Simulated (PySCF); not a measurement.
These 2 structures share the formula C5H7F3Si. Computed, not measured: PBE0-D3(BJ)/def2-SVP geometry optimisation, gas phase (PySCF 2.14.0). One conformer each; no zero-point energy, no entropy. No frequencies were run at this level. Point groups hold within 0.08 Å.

Question: Rank from lowest to highest electronic energy at this level (kcal/mol).
A. `[F:1][C:2]([F:3])=[C:4]([F:5])[SiH:6]1[CH2:7][CH2:8][CH2:9]1` with C2–C4–Si6–C7 -130°, C4–Si6–C7–C8 -133°, Si6–C7–C8–C9 22°, C7–C8–C9–Si6 -22°, C4–Si6–C9–C8 133°
B. `[F:1][CH:2]([F:3])[C:4]1=[CH:5][CH2:6][Si@H:7]([F:8])[CH2:9]1` with F1–C2–C4–C5 -126°

Answer: B (0.0), A (69.8).

As drawn, the lower has an Si–F bond, which the higher lacks; the higher has a four-membered ring, which the lower lacks.

```csv
SMILES,E (Eh),E rel (kcal/mol),dipole (D),point group,"A, B, C (MHz)"
FC(F)C1=CC[Si@H](F)C1,-782.73785,0.0,0.83,C1,"3029, 738.3, 653.3"
FC(F)=C(F)[SiH]1CCC1,-782.62660,69.8,1.31,near Cs,"3010, 724.4, 656.2"
```
